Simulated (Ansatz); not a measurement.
Stepwise reaction of `[SiH3]OB(Cl)O[SiH3]` with hydrogen sulfide, as a gas-phase model of exchange steps in deposition or etching. ΔE in kJ/mol; ΔG adds harmonic PBE0-D4 terms to CCSD(T)/CBS, at 1 bar.

Gas-phase electronic energies from Ansatz, PBE0-D4/def2-TZVP geometries. CCSD(T)/CBS adds triple-zeta CCSD(T) − MP2 to the extrapolated MP2 energy (def2 sets, frozen cores). This one scheme is used for every species. DFT in def2-TZVPP. B3LYP here is the variant with VWN-RPA as its local correlation; programs differ in this. One conformer a species, not always the lowest.

```json
{"step": "1", "reaction": "`[SiH3]OB(Cl)O[SiH3]` + H₂S → `[SiH3]OB(S)Cl` + `O[SiH3]`", "PBE-D4": "60.3", "B3LYP-D4": "74.1", "ωB97M-V": "74.5", "CCSD(T)/CBS": "71.6", "ΔG(500 K)": "63.3"}
{"step": "2", "reaction": "`[SiH3]OB(S)Cl` + H₂S → `SB(S)Cl` + `O[SiH3]`", "PBE-D4": "46.4", "B3LYP-D4": "61.6", "ωB97M-V": "59.5", "CCSD(T)/CBS": "56.5", "ΔG(500 K)": "64.7"}
```

(1) By hand: ΔE of the 2 steps together at CCSD(T)/CBS.

## Answers

(1) (71.6) + (56.5) = 128.1 kJ/mol, or 64.0 kJ/mol a step.

In ΔE each step is lower than the one before. All are uphill at CCSD(T)/CBS. ΔG lies between 63.3 and 64.7 kJ/mol a step. PBE-D4 differs from CCSD(T)/CBS by -11.3 to -10.1 kJ/mol a step. Only this route is followed, and other bonds may react first. Isolated molecules leave out the surface, adducts and barriers. Largest T1 diagnostic: 0.013.
